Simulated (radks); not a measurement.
Question: These are the eigenvalues of the occupied orbitals of an atom or ion with whole-number occupations (hartree). Calculated with a radial shooting solver on a logarithmic mesh with Libxc functionals: scalar-relativistic Kohn-Sham, PBEsol, spin-polarised, spherical densities, finite nucleus; Fermi nuclear charge, rms radius of each element as measured or else 0.836 A^(1/3) + 0.57 fm.

| orbital | eigenvalue |
|---|---|
| 1s up | -1264.156 |
| 1s down | -1264.148 |
| 2s up | -238.9590 |
| 2s down | -238.4588 |
| 2p up | -220.0713 |
| 2p down | -219.6905 |
| 3s up | -82.75167 |
| 3s down | -82.20247 |
| 3p up | -76.71026 |
| 3p down | -76.14101 |
| 3d up | -68.64577 |

Which element is it, and in what charge state? The configuration may be excited. Open shells, if any, are filled with parallel spins first.

Answer: Z = 53, iodine, charge +31: I31+ in [Ar] 3d4. The list shows which subshells hold electrons but not how many an open one holds; the 1s level, -1264.2 hartree, gives Z - s = 50.3 by -(Z - s)^2/2, which with screening and relativity narrows Z to a few neighbours, and the depths of the outer levels then fix element, charge and occupations together.
